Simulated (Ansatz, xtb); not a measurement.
# Two isomers of C2H8GeS

We compare I, `[CH3][GeH]([CH3])[SH]`, a singlet, with II, `C[CH2][GeH2][SH]`, a singlet. Both are isolated molecules in the gas phase, relaxed with PBE0-D3(BJ)/def2-SVP; the shapes shown needn't be the lowest conformers.

I (Å):

```yaml
atoms:
  - { symbol: C, position_ang: [0.0705, -2.1988, 0.3067] }
  - { symbol: C, position_ang: [1.2951, 0.1081, 2.1891] }
  - { symbol: Ge, position_ang: [0.3441, -1.5937, 2.1403] }
  - { symbol: S, position_ang: [-1.6307, -1.3967, 3.1834] }
  - { symbol: H, position_ang: [-0.4940, -3.1415, 0.2982] }
  - { symbol: H, position_ang: [1.0383, -2.3572, -0.1933] }
  - { symbol: H, position_ang: [-0.4962, -1.4460, -0.2610] }
  - { symbol: H, position_ang: [1.0777, -2.6631, 2.9737] }
  - { symbol: H, position_ang: [2.2925, 0.0032, 1.7353] }
  - { symbol: H, position_ang: [1.4097, 0.4494, 3.2273] }
  - { symbol: H, position_ang: [0.7358, 0.8719, 1.6289] }
  - { symbol: H, position_ang: [-2.1012, -0.4556, 2.3356] }
```

II (Å):

```xyz
12

C    -1.6596   -1.1226    0.3233
C    -2.1673    0.2534   -0.0831
Ge   -0.7320    1.5589   -0.3448
S     0.7348    0.7916   -1.8526
H    -0.9436   -1.5143   -0.4159
H    -2.4836   -1.8480    0.4127
H    -1.1406   -1.0920    1.2945
H    -2.8551    0.6709    0.6721
H    -2.7370    0.2040   -1.0261
H    -1.2886    2.9223   -0.8034
H     0.1140    1.7313    0.9300
H    -0.1529    0.7943   -2.8711
```

Energies in hartree; the thermal terms are from PBE0-D3(BJ)/def2-SVP harmonic frequencies (ideal gas, rigid rotor, one conformer each, 298.15 K, 1 atm) and include the zero-point energy:

|  | I | II |
| --- | --- | --- |
| E, CCSD(T)/def2-SVP | −2553.613562 | −2553.602544 |
| E, MP2/def2-SVP | −2553.542920 | −2553.530420 |
| E, MP2/def2-TZVPP | −2554.178702 | −2554.160087 |
| zero-point energy | 0.090580 | 0.090758 |
| H(298 K) − E | 0.099567 | 0.099019 |
| G(298 K) − E | 0.057999 | 0.058669 |

Q: Correct the CCSD(T) difference for the basis set by the MP2 change, then work out ΔE, ΔE₀, ΔH and ΔG for I → II in kcal/mol (1 Eh = 627.51 kcal/mol) and the equilibrium ratio [II]/[I].

A: 1. Differences II − I: CCSD(T) +0.011018, MP2 in the small set +0.012500, MP2 in the large set +0.018615 Eh.
2. ΔE = +0.011018 + (+0.018615 − (+0.012500)) = +0.017133 Eh = +10.75 kcal/mol.
3. ΔE₀ = ΔE + ΔZPE = +0.017133 + (+0.000178) Eh = +10.86 kcal/mol.
4. ΔH = ΔE + (−0.000548) Eh = +10.41 kcal/mol.
5. ΔG = ΔE + (+0.000670) Eh = +11.17 kcal/mol, so ΔS = (ΔH − ΔG)/T = −10.7 J/(mol K).
6. kT = 0.9442 mEh, so K = [II]/[I] = exp(−ΔG/kT) = exp(−18.86) ≈ 6.5 × 10^−9.

Structure I is favoured at this temperature. An error of 1 kcal/mol in ΔG would change K by a factor of 5.4. The basis-set step is large, which makes the value less sure. GFN2-xTB gave ΔE the other sign. Mirror images and further conformers aren't counted.

As drawn, II has 1 C–C, 1 Ge–H in place of 1 C–Ge, 1 C–H.

Other levels gave ΔE = −0.9 (GFN2-xTB); +9.5 (HF/STO-3G, GFN2-xTB geometries); +8.7 (r2SCAN-D4/def2-SVP, GFN2-xTB geometries); +8.0 (PBE0-D3(BJ)/def2-SVP); +8.0 (HF/def2-SVP); +7.8 (MP2/def2-SVP); +6.9 (CCSD(T)/def2-SVP) kcal/mol. The correlated steps freeze 16 core orbitals; the filled d shell of Ge is correlated, in a basis made for valence electrons. Programs: Ansatz 0.2.0, xtb 6.7.1.
